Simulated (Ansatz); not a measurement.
Compare A (`O/C=C/[SiH2]Cl`) with its isomer B (`C=C(Cl)O[SiH3]`).

Isolated molecules relaxed with PBE0-D4/def2-TZVP in Ansatz; ΔE leaves out vibrations. CBS: MP2 limit from def2 TZ/QZ plus the TZ coupled-cluster correction, frozen cores. DFT in def2-TZVPP. B3LYP here is the variant with VWN-RPA as its local correlation; programs differ in this. Each species was taken in one conformer, which may not be the lowest.

Which is lower in electronic energy at CCSD(T)/CBS, and by how much? (Best estimate.)

Ansatz gave: A, by 19.6 kcal/mol.

Give E(B) − E(A) in kcal/mol with B2PLYP, HF/def2-TZVPP, PBE0-D4, B3LYP-D4, B3LYP, CCSD(T)/def2-TZVPP, CCSD/def2-TZVPP. (Best estimate.)

Ansatz gave: B2PLYP 18.8, HF/def2-TZVPP 19.9, PBE0-D4 20.4, B3LYP-D4 18.0, B3LYP 18.7, CCSD(T)/def2-TZVPP 18.7, CCSD/def2-TZVPP 19.1. None reverses the order clearly.

Largest T1 diagnostic: 0.012.

The D4 term adds −0.8 kcal/mol with B3LYP and −0.4 kcal/mol with PBE0; it sums over pairs of atoms, weighted by their polarisabilities, and B3LYP, whose exchange is more repulsive, gets the larger term. In def2-TZVPP, CCSD(T) changes the Hartree–Fock value by −1.3 kcal/mol (the triples alone add −0.4 kcal/mol) and MP2 by −0.8 kcal/mol.
